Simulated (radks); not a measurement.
A nucleus of charge 70.1 with 69 electrons, configuration [Xe] 4f14 6s1. Calculated with a radial shooting solver on a logarithmic mesh with Libxc functionals: scalar-relativistic Kohn-Sham, PBE, spin-polarised, spherical densities, point nucleus; open shells are filled with parallel spins first (spin-orbit coupling, left out, can overturn this in heavy ions).

Radial electron density D(r) = 4 pi r^2 rho(r):

r (bohr),D(r) (e/bohr),spin D(r)
0.00113,7.370,0.000332
0.001544,11.88,0.000530
0.002093,18.53,0.000817
0.002836,28.11,0.00122
0.003875,41.48,0.00174
0.005252,57.59,0.00230
0.007117,74.76,0.00272
0.009724,89.19,0.00268
0.01318,94.99,0.00187
0.01786,90.92,0.000387
0.0244,84.27,-0.000641
0.03307,90.42,0.000809
0.04482,112.8,0.00462
0.06123,127.2,0.00565
0.08298,111.0,0.000733
0.1125,96.83,0.00129
0.1536,112.5,0.00893
0.2082,100.6,-0.00448
0.2822,59.99,-0.0138
0.3855,60.75,-0.00547
0.5225,61.56,-0.0312
0.7081,35.14,0.0107
0.9596,18.32,0.0623
1.311,11.02,-0.00194
1.777,4.824,0.0723
2.408,1.453,0.312
3.29,0.5177,0.376
4.458,0.1997,0.189
6.042,0.03912,0.0386
8.255,0.002331,0.00232

D(r) has 4 maxima, at r = 0.0134, 0.0607, 0.169, 0.456 bohr, and minima at 0.0258, 0.110, 0.321 bohr, inside which lie 1.92, 11.10, 29.64 electrons.
